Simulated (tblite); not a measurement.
Compound: C6H9ClSi.
Geometry (GFN2-xTB, Å), atoms numbered from 1 in this order:
```
atom  x, y, z in Å
C1     1.8464   -1.1699   -0.7433
C2     1.3807   -0.0371   -0.2850
C3     1.5476    1.1241    0.5884
C4     0.2991    0.9552   -0.2734
C5    -1.0136    0.6454    0.3604
Cl6   -1.7854    2.1477    0.9532
C7    -1.1071   -0.5169    1.3488
Si8   -2.1700   -0.7637   -0.1877
H9     2.8037   -1.5565   -0.4311
H10    1.2964   -1.7612   -1.4579
H11    1.4442    0.9850    1.6555
H12    2.2598    1.8908    0.3191
H13    0.2183    1.6104   -1.1360
H14   -0.1931   -1.0815    1.4787
H15   -1.5746   -0.2915    2.2973
H16   -3.5932   -0.5224   -0.0819
H17   -1.6660   -1.6457   -1.2219
```

Level: GFN2-xTB in tblite, geometry and Hessian alike; calculated harmonic values, unscaled, isolated species. Errors from tens to a few hundred cm⁻¹ against measured bands are possible. Modes of hydrogen on silicon can be 10 to 20 % off. One conformer, not necessarily the lowest.

Harmonic wavenumbers (cm⁻¹): 48.8, 98.3, 149.9, 188.6, 239.7, 297.4, 326.3, 355.1, 414.5, 451.3, 465.4, 523.7, 548.9, 683.7, 714.0, 719.4, 741.5, 767.4, 812.7, 871.3, 882.1, 941.0, 976.8, 992.9, 1040.1, 1047.1, 1056.0, 1069.5, 1115.3, 1140.5, 1241.0, 1306.6, 1412.2, 1415.7, 1438.1, 1887.2, 2378.5, 2404.3, 3005.9, 3052.6, 3070.7, 3071.0, 3075.6, 3079.3, 3095.2.

A = 1992, B = 1197, C = 845.6 MHz; mass 144.016 u (most abundant isotopes); point group C1, symmetry number 1.

Problem. Zero-point energy?

Solution. Half the sum of the wavenumbers: 27307 cm⁻¹ = 326.66 kJ/mol.

Problem. Give the ideal-gas entropy at 400 K and 1 bar in the rigid-rotor, harmonic-oscillator model (classical rotation).

Solution. Translation 176.95, rotation 126.91, vibration 148.54: S = 452.4 J/(mol K).

Problem. And Cp and H(400 K) − H(0)?

Solution. Cp = 199.26 J/(mol K), of which vibrations give 166.01 (their classical limit is 45 R = 374.2); H(400 K) − H(0) = 45.88 kJ/mol without the zero-point energy, 32.58 from vibrations.

Problem. What must be added to the electronic energy to get the Gibbs energy at 400 K and 1 bar?

Solution. ZPE + [H(400 K) − H(0)] − T·S = 326.66 + 45.88 − 180.96 = 191.58 kJ/mol.

Problem. Blend soft modes into free rotors: weight 1/[1 + (100 cm⁻¹/ν̃)⁴] for the oscillator and the rest for a rotor with moment μB/(μ + B), μ = h/(8π²ν), B = 10⁻⁴⁴ kg m². What vibrational entropy results?

Solution. 139.92 J/(mol K) in place of 148.54, which changes −T·S at 400 K by +3.45 kJ/mol.

Hindered rotation and anharmonicity are outside this model. Other conformers, if any are populated, would add a mixing term that is left out. The structure is chiral; the term R ln 2 for an equal mix with its mirror image is left out.

Time: 0.61 s wall. Hardware: one thread of an Arm Neoverse V2, no GPU (shared host). The figure is for the frequency step alone.
